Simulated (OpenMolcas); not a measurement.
## 4d7 along the 43-electron sequence

```yaml
Program: OpenMolcas 26.06
Method: XMS-CASPT2, IPEA 0.25 Eh, imaginary shift 0.1 Eh
Basis: ANO-RCC-VTZP
Scalar_Hamiltonian: DKH2, point nucleus
Spin-orbit_coupling: RASSI with atomic mean-field integrals over the reference wave functions, term energies averaged over their components
```

Active space for each ion: 7 electrons in 5 orbitals (4d); closed shells correlated by CASPT2: 4s 4p.

Computed levels in cm-1 above 4F 9/2:

| Level | Rh2+ | Pd3+ | Ag4+ |
| --- | --- | --- | --- |
| 4F 7/2 | 2080 | 2780 | 3500 |
| 4F 5/2 | 3420 | 4480 | 5580 |
| 4F 3/2 | 4270 | 5550 | 6850 |
| 4P 5/2 | 11620 | 13340 | 15290 |
| 4P 3/2 | 11670 | 13030 | 14690 |
| 4P 1/2 | 13040 | 15090 | 17410 |
| 2G 9/2 | 14250 | 15620 | 17480 |
| 2G 7/2 | 16290 | 18350 | 20870 |
| 2P 1/2 | 19010 | 21480 | 24730 |
| weight of 4F in the lowest level (%) | 98 | 97 | 97 |

Mixed levels, with the weight of the term that names them: Pd3+ 4P 3/2 (71 %), Ag4+ 4P 3/2 (66 %).

Measured, with the error of the calculation in %. Measured levels: Rh2+ from the list in Shadmi, J. Res. Natl. Bur. Stand. 70A, 435 (1966); Ag4+ from the list in Gamrath, thesis, University of Mons (2023).

| Level | Rh2+ | Ag4+ |
| --- | --- | --- |
| 4F 7/2 | 2148 (-3.1) | 3690 (-5.2) |
| 4F 5/2 | 3486 (-1.9) | 5816 (-4.1) |
| 4F 3/2 | 4322 (-1.2) | 7097 (-3.5) |
| 4P 5/2 | 11062 (+5.0) | 14899 (+2.7) |
| 4P 3/2 | 10997 (+6.1) | 14204 (+3.4) |
| 4P 1/2 |  | 17067 (+2.0) |
| 2G 9/2 |  | 16875 (+3.6) |
| 2G 7/2 |  | 20442 (+2.1) |
| 2P 1/2 |  | 24599 (+0.5) |

The fine-structure level 4F 3/2 changes by a factor of 1.6 from Rh2+ to Ag4+. Its fourth root runs 8.08, 8.63, 9.10, with steps per unit of Z of 0.55, 0.47; equal steps would mean a (Z - σ)^4 law with constant σ.

4P 5/2 changes by a factor of 1.32 over the same range, with steps per unit of Z of +1720, +1950 cm-1.

Term energies are means over components that CASPT2 splits; among the terms shown or strongly mixed into the levels shown the widest spread is 3100 cm-1 (4d7 2H, Rh2+). Levels of configurations with an s electron are missing; early in the row they begin among the upper levels of the d shell and mix with terms of their name (holds for Rh2+). The CASPT2 spread within a term exceeds the gap to the next term for 4d7 2P and 4d7 2H, so the order of their levels is uncertain (holds for Rh2+). Measured partners are found by configuration, term and J. A level has none where our copy of the source lacks it or the pairing is in doubt (some pairs that miss far off the trend of their configuration count as doubtful), and it then counts in no deviation. Only configurations of the active space appear.
